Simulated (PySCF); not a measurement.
C3H4BFO, SMILES FB(O)C=C=C. Atoms are numbered in the order given.

```xyz
10

C     -0.1516     2.6846     0.0000
C      0.3701     1.4870     0.0000
C      0.8682     0.2681     0.0000
B     -0.0455    -0.9980     0.0000
O      0.4305    -2.2660     0.0000
F     -1.3703    -0.8641     0.0000
H     -0.3809     3.2025     0.9374
H     -0.3809     3.2025    -0.9374
H      1.9637     0.1684     0.0000
H      1.3933    -2.3163     0.0000
```
Charge 0, spin multiplicity 1.

Geometry optimised at B3LYP-D3(BJ)/def2-SVP. This is a generated structure with no PubChem entry under its InChIKey; it may be hypothetical. The values are those of a single conformer.

Calculation: HF/pcSseg-1 run with PySCF.

GIAO shieldings, no solvent; atoms alike by connectivity are averaged. δ = σ(ref) − σ: ¹³C against TMS (σ = 192.6 ppm); ¹¹B against BF3 (σ = 102.7 ppm); ¹⁷O against H2O (σ = 333.0 ppm); ¹⁹F against CFCl3 (σ = 238.5 ppm); ¹H against TMS (σ = 31.99 ppm), references at their B3LYP-D3(BJ)/def2-TZVP geometries, non-relativistic.

```
nucleus   atoms  count  δ (ppm)
-------  ------  -----  -------
¹³C          C2      1    248.3
¹³C          C1      1     79.5
¹³C          C3      1     79.2
¹¹B          B4      1     16.3
¹⁷O          O5      1    110.7
¹⁹F          F6      1    -80.6
¹H       H7, H8      2     5.45
¹H           H9      1     4.91
¹H          H10      1     4.33
```
